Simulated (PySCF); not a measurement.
Choosing a molecule for a target property.

Species are written as SMILES; each is one conformer at its optimised geometry, gas phase, non-relativistic unless stated; the electronic structure was computed with PySCF and density fitting.

The conformers computed, where there is a choice (atom-mapped SMILES and torsion angles):
- `[CH2:1]=[C:2]([CH3:3])[C@H:4]([CH3:5])[NH:6][CH3:7]`: C1–C2–C4–C5 -112°, C2–C4–N6–C7 -71°
- `[CH2:1]=[CH:2][CH2:3][CH2:4][N:5]([CH3:6])[CH3:7]`: C1–C2–C3–C4 119°, C2–C3–C4–N5 -177°, C3–C4–N5–C6 -63°
- `[CH3:1][CH2:2][CH2:3][C@H:4]([CH3:5])[S:6][CH3:7]`: C1–C2–C3–C4 178°, C2–C3–C4–C5 -177°, C3–C4–S6–C7 61°
- `[CH3:1][S:2][SiH2:3]/[CH:4]=[CH:5]\[SiH3:6]`: C1–S2–Si3–C4 -60°, S2–Si3–C4–C5 105°

The conformers of `CC1(C)CCCN1` and `FC(F)OC1=CCNC1` aren't listed.

Question: Wanted: static isotropic polarisability between 74 au and 90 au (PBE0/def2-SVPD) and HOMO–LUMO gap above 6.9 eV (PBE0/def2-SVPD), at GFN2-xTB geometries. Which candidate meets both?
A. `C=CCCN(C)C`
B. `CS[SiH2]/C=C\[SiH3]`
C. `C=C([C@@H](NC)C)C`
D. `FC(F)OC1=CCNC1`
E. `N1CCCC1(C)C`
F. `CCC[C@H](C)SC`

Answer: C. Computed values:
```csv
species,static isotropic polarisability,HOMO–LUMO gap
FC(F)OC1=CCNC1,70.8 au,7.23 eV
N1CCCC1(C)C,78.1 au,6.81 eV
C=C([C@@H](NC)C)C,82.8 au,7.02 eV
C=CCCN(C)C,84.4 au,6.32 eV
CCC[C@H](C)SC,95.0 au,6.65 eV
CS[SiH2]/C=C\[SiH3],112.1 au,5.42 eV
```
